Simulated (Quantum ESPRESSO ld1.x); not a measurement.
Question: The table gives one normalised radial function P(r) = r R(r) of Ni24+ in [He] 2s2 (r in bohr). Method: scalar-relativistic Kohn-Sham, LDA (Slater exchange, VWN5 correlation), spin-polarised, spherical densities, point nucleus; computed with ld1.x of Quantum ESPRESSO 7.5.

r             P
0.002391  0.6937
0.002897  0.8253
0.00351   0.9791
0.004253  1.1572
0.005153  1.3618
0.006244  1.5940
0.007565  1.8539
0.009166  2.1394
0.01111   2.4457
0.01346   2.7642
0.01631   3.0812
0.01976   3.3778
0.02394   3.6290
0.02901   3.8050
0.03515   3.8737
0.04225   3.8117
0.05119   3.5943
0.06203   3.2190
0.07515   2.7088
0.09106   2.1142
0.1103    1.5067
0.1337    0.9621
0.162     0.5380
0.1963    0.2562
0.2378    0.1004
0.2882    0.0311
0.3492    0.0072
0.4231    0.0012
0.5126    0.0001
0.6211    0.0000
0.7526    0.0000

Which n and l does it have? It may be an empty orbital.

Answer: n = 1, l = 0: the number of nodes gives n - l - 1 = 0, the rise at small r (about r^(l+1)) gives l, and the extent must fit the shell. The curve is that of 1s. 1s: eigenvalue -9804.1 eV, 0 radial nodes, <r> = 0.0538 bohr, 90 % of the charge inside 0.0960 bohr.
